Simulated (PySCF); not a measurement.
# Spinor energies of Ir⁵³⁺ (iridium, charge +53)

Start: [Ar] 3d6; 3d3/2 filled at m_j = -3/2, -1/2, +1/2, +3/2; 3d5/2 filled at m_j = +3/2, +5/2. Calculated with PySCF 2.14 in an even-tempered Gaussian basis (15 s from 15 bohr⁻², ratio 2.8; 13 p from 19 bohr⁻², ratio 2.8; 8 d from 19 bohr⁻², ratio 2.8; 3 f from 66 bohr⁻², ratio 3): generalised Hartree-Fock with the X2C-1e Hamiltonian and a Gaussian nucleus; one run each with spin-orbit coupling (SO) switched off, then screened by Boettger's factors.

```
spinor shell  electrons  ε, spin-free (eV)  ε, screened SO (eV)  weight of nominal j (screened SO)  rms radius, screened SO (bohr)
       1s1/2          2           -79878.0             -79847.0                              1.000                          0.0197
       2s1/2          2           -16791.1             -16779.3                              1.000                          0.0792
       2p1/2          2           -15034.0             -16218.5                              1.000                          0.0671
       2p3/2          4           -15034.0             -14555.6                              1.000                          0.0746
       3s1/2          2            -6173.2              -6169.5                              1.000                           0.197
       3p1/2          2            -5642.7              -5942.4                              1.000                           0.187
       3d3/2          4            -5142.1              -5185.1                              0.993                           0.174
       3d5/2          2            -5142.1              -5098.0                              0.993                           0.177
```

Where does 3p3/2 lie, and what is the 3p spin-orbit splitting (screened SO)?

At -5518.9 eV, 423.41 eV above 3p1/2.

| quantity | spin-free | screened SO |
| --- | --- | --- |
| E (hartree) | -15348.72594 | -15376.95380 |
| M_J | 4 | 4 |
| ⟨J²⟩ | 20.000 | 20.005 |
| ⟨L²⟩ | 6.000 | 13.071 |
| ⟨S²⟩ | 6.000 | 2.855 |

Each row is a mean over spinors that exchange with the open shell spreads, by up to 41.664 eV (3p3/2).

Breit and QED terms are absent; they matter most for the inner s and p1/2 levels.

Densities and radii are taken from the X2C orbitals without a picture-change correction, which distorts them close to the nucleus.

Without spin-orbit coupling the j labels of p, d and f shells carry no meaning; the spin-free column gives the mean over the occupied spinors of each nl shell.
